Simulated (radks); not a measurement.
Effect of the nuclear size on the titanium ion Ti+, [Ar] 3d2 4s1. Calculated with a radial shooting solver on a logarithmic mesh with Libxc functionals: Dirac Kohn-Sham, BLYP, spin-unpolarised, spherical densities, finite nucleus; open shells are shared between the two j in proportion to 2j + 1; Fermi nuclear charge, rms radius 3.5921 fm. The rms radius is varied about that value; shifts are against it.

rms radius (fm) = 3.1215: total energy shift (eV) -0.0120; density at nucleus (e/bohr^3) 8537; 1s1/2 shift (meV) -5.06; 2s1/2 shift (meV) -0.422; 2p1/2 shift (meV) 0.056; 3s1/2 shift (meV) -0.056
rms radius (fm) = 3.3371: total energy shift (eV) -0.00669; density at nucleus (e/bohr^3) 8519; 1s1/2 shift (meV) -2.83; 2s1/2 shift (meV) -0.236; 2p1/2 shift (meV) 0.031; 3s1/2 shift (meV) -0.031
rms radius (fm) = 3.5921: total energy shift (eV) 0; density at nucleus (e/bohr^3) 8499; 1s1/2 shift (meV) 0.000; 2s1/2 shift (meV) 0.000; 2p1/2 shift (meV) 0.000; 3s1/2 shift (meV) 0.000
rms radius (fm) = 3.743: total energy shift (eV) 0.00418; density at nucleus (e/bohr^3) 8489; 1s1/2 shift (meV) 1.77; 2s1/2 shift (meV) 0.148; 2p1/2 shift (meV) -0.019; 3s1/2 shift (meV) 0.020
rms radius (fm) = 4.3644: total energy shift (eV) 0.0232; density at nucleus (e/bohr^3) 8448; 1s1/2 shift (meV) 9.79; 2s1/2 shift (meV) 0.817; 2p1/2 shift (meV) -0.108; 3s1/2 shift (meV) 0.108

Slopes of the eigenvalues against <r^2> in GHz/fm^2, as finite differences over the two radii next to the reference (eigenvalue slopes, not the field-shift constants of lines): 1s1/2 387, 2s1/2 32.3, 2p1/2 -4.26, 3s1/2 4.27.
